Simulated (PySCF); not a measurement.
# Bond length, frequency and bond energy of SnBr by level of theory

State: ²Π (doublet), unpaired electrons π ↑. Set-up: PySCF, scalar-relativistic core potentials, basis sets Sn def2-TZVPP with ECP28, Br def2-TZVPP. De refers to Sn + Br in their high-spin ground configurations, without counterpoise correction. The functionals are run spin-unrestricted. A positive dipole means Sn(−)Br(+).

| Level | Re (Å) | ωe (cm⁻¹) | De (eV) | μ (D) | CPU s a point (SCF and correlation, without the integrals) |
| --- | --- | --- | --- | --- | --- |
| UHF | 2.542 | 239 | 2.32 | -3.05 | 1.9 |
| UHF-MP2 | 2.503 | 250 | 3.49 | n/a | 3.7 |
| UHF-SCS-MP2 | 2.517 | 245 | 3.37 | n/a | n/a |
| UHF-CCSD | 2.515 | 247 | 3.24 | n/a | n/a |
| UHF-CCSD(T) | 2.516 | 246 | 3.37 | n/a | 290 |
| PBE | 2.541 | 234 | 3.71 | -2.40 | 2.1 |
| BLYP | 2.574 | 223 | 3.56 | -2.59 | 1.4 |
| r²SCAN | 2.520 | 243 | 3.66 | -2.40 | 3 |
| PBE0 | 2.518 | 244 | 3.56 | -2.53 | 4.2 |
| r²SCAN0 | 2.508 | 248 | 3.52 | -2.52 | 4.3 |
| BHandHLYP | 2.527 | 242 | 3.33 | -2.82 | 6 |
| M06-2X | 2.549 | 236 | 3.35 | -3.07 | 4.5 |
| LC-ωPBE | 2.493 | 253 | 3.35 | -2.62 | 7.7 |

Problem. Which functional lies closest to UHF-CCSD(T) in De, which farthest, and by how much do they differ from it?

Solution. Closest is M06-2X (+3.3 pm in Re, -4.1 % in ωe, -0.02 eV in De against UHF-CCSD(T) in the same basis), farthest PBE (+2.5 pm in Re, -4.9 % in ωe, +0.34 eV in De). CCSD(T) converges more slowly with the basis than the functionals do and binds too weakly in this one, so the order can change at the basis-set limit.

Problem. What does a quarter of exact exchange do here, going from r²SCAN to r²SCAN0?

Solution. r²SCAN0 less r²SCAN: -1.2 pm in Re, +2.1 % in ωe, -0.14 eV in De. Exact exchange removes part of the self-interaction that spreads semilocal densities, and in most molecules shortens and stiffens the bond and lowers De; so it does here.

Problem. What does second-order correlation do here, going from UHF to UHF-MP2?

Solution. UHF-MP2 less UHF: -3.9 pm in Re, +4.6 % in ωe, +1.17 eV in De. Correlation nearly always deepens the well. The bond shortens, as in weak, metallic or heavy-atom bonds, where dispersion and the correlation of outer-core electrons pull the atoms together.

Correlated steps freeze 13 core orbitals. Spin–orbit coupling is left out, which matters for elements this heavy, above all for dissociation energies. The state was picked by a PBE0 search and need not be the measured ground state.

The whole job (state search and all levels along the bond) took about 24 min on 2 threads of Arm Neoverse V1 (shared host), peak memory 3 GiB.
